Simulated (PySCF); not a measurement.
## UHF on Se (selenium, neutral)

Configuration: [Ar] 3d10 4s2 4p3 5s1, high-spin 5S determinant (an excited configuration). Calculation: PySCF 2.14, in aug-cc-pVTZ-PP with ECP10MDF (6s5p4d2f, 55 functions); scalar relativity through the core potential.

| Property | Result |
| --- | --- |
| Total energy | -371.669336 hartree |
| One-electron energy | -651.7439 hartree |
| Hartree (Coulomb) energy | 307.6860 hartree |
| Exchange energy | -27.6114 hartree |
| ⟨S²⟩ | 6.0008 |
| ⟨L²⟩ | 0.000 |
| Sum of ⟨r⟩ | 26.16 bohr |
| Sum of ⟨r²⟩ | 61.37 bohr² |

```json
{"shell": "3s α", "electrons": "1", "mean orbital energy (hartree)": "-9.10292", "rms radius, mean of both spins (bohr)": "0.614"}
{"shell": "3s β", "electrons": "1", "mean orbital energy (hartree)": "-9.07624", "rms radius, mean of both spins (bohr)": "0.614"}
{"shell": "3p α", "electrons": "3", "mean orbital energy (hartree)": "-6.98187", "rms radius, mean of both spins (bohr)": "0.637"}
{"shell": "3p β", "electrons": "3", "mean orbital energy (hartree)": "-6.95292", "rms radius, mean of both spins (bohr)": "0.637"}
{"shell": "3d α", "electrons": "5", "mean orbital energy (hartree)": "-2.78276", "rms radius, mean of both spins (bohr)": "0.689"}
{"shell": "3d β", "electrons": "5", "mean orbital energy (hartree)": "-2.76462", "rms radius, mean of both spins (bohr)": "0.689"}
{"shell": "4s α", "electrons": "1", "mean orbital energy (hartree)": "-1.15061", "rms radius, mean of both spins (bohr)": "1.90"}
{"shell": "4s β", "electrons": "1", "mean orbital energy (hartree)": "-0.83618", "rms radius, mean of both spins (bohr)": "1.90"}
{"shell": "4p α", "electrons": "3", "mean orbital energy (hartree)": "-0.58848", "rms radius, mean of both spins (bohr)": "2.31"}
{"shell": "5s α", "electrons": "1", "mean orbital energy (hartree)": "-0.12204", "rms radius, mean of both spins (bohr)": "5.50"}
```

Energies and moments cover only the electrons outside the core potential. The outer electron is Rydberg-like, and this basis confines it to a smaller radius and binds it less than a complete one would.
